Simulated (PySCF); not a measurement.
SMILES C=[CH][Al]([CH3])[NH2], B3LYP/def2-SVP optimised geometry.

```
13

Al     0.31     0.11     0.00
C      2.27     0.11     0.00
H      2.67    -0.42     0.89
H      2.71     1.12    -0.01
H      2.67    -0.43    -0.88
C     -0.73    -1.55     0.00
C     -2.08    -1.62     0.01
H     -0.21    -2.52    -0.01
H     -2.63    -2.57     0.01
H     -2.71    -0.72     0.02
N     -0.57     1.65     0.00
H     -0.13     2.57     0.00
H     -1.58     1.77     0.00
```

Density from B3LYP/def2-TZVP (PySCF) at that geometry.

Minimum of the electron density along straight lines between bonded atoms, close to the bond critical point (lines longer than 1.1 times the sum of covalent radii, or with two minima, are not listed):

| bond | length / Å | ρ at the minimum / e bohr⁻³ | ∇²ρ there / e bohr⁻⁵ | position (fraction from the first atom) |
|---|---|---|---|---|
| Al1–C2 | 1.962 | 0.086 | 0.25 | 0.40 |
| C2–H3 | 1.105 | 0.263 | -0.84 | 0.64 |
| C2–H4 | 1.103 | 0.265 | -0.86 | 0.64 |
| C2–H5 | 1.105 | 0.263 | -0.84 | 0.64 |
| Al1–C6 | 1.960 | 0.086 | 0.26 | 0.40 |
| C6–C7 | 1.345 | 0.344 | -1.03 | 0.49 |
| C6–H8 | 1.102 | 0.271 | -0.91 | 0.64 |
| C7–H9 | 1.099 | 0.277 | -0.96 | 0.65 |
| C7–H10 | 1.098 | 0.278 | -0.96 | 0.64 |
| Al1–N11 | 1.782 | 0.100 | 0.56 | 0.42 |
| N11–H12 | 1.016 | 0.330 | -1.53 | 0.73 |
| N11–H13 | 1.016 | 0.331 | -1.54 | 0.73 |
